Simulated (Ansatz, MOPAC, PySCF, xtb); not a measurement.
Complex: CH2O (SMILES C=O) (first 4 atoms) with H4OSi (SMILES O[SiH3]); geometry from B3LYP-D3(BJ)/def2-TZVP, rigid monomers moved along the line of their centres of mass till O2···H7 is 1.69 Å.
(charge 0, multiplicity 1):
| atom | x (Å) | y (Å) | z (Å) |
|---|---|---|---|
| C | 0.2694 | -0.4880 | 0.0356 |
| O | -0.7562 | -0.4380 | 0.6653 |
| H | 0.2810 | -0.8315 | -1.0129 |
| H | 1.2353 | -0.1931 | 0.4797 |
| O | 0.2499 | 0.5067 | 2.8987 |
| Si | 0.0438 | -0.1281 | 4.4011 |
| H | -0.3132 | 0.1919 | 2.1721 |
| H | -1.3109 | 0.1455 | 4.9445 |
| H | 1.0572 | 0.5088 | 5.2688 |
| H | 0.2459 | -1.6005 | 4.4135 |

Counterpoise-corrected where a basis set is named; no monomer relaxation. Rows marked so take none.

Rows in 6-31G* carry no dispersion term and start afresh at each structure (6-31G* with six Cartesian d functions). The state reached by PM3 isn't checked.

Codes used: Ansatz (Gaussian orbitals); MOPAC for PM3 (differences of heats of formation); PySCF for 6-31G* rows, the dispersion terms; xtb for the GFN methods. Each number belongs to the level named beside it.

```csv
level,interaction energy (meV)
PM3,25.8
GFN1-xTB,-178.1
HF/6-31G*,-123.2
HF/6-31G* (no counterpoise),-204.1
r2SCAN/def2-TZVPPD,…
r2SCAN-D3(BJ)/def2-TZVPPD,-268.5
r2SCAN-D4/def2-TZVPPD,-266.8
B3LYP/6-31G* (no counterpoise),…
PBE0-D4/def2-TZVPPD,-264.9
```

Task: Fill in the missing entries.

Result: 
- r2SCAN/def2-TZVPPD, interaction energy (meV): -251.2
- B3LYP/6-31G* (no counterpoise), interaction energy (meV): -297.1

Ansatz is an electronic-structure program.
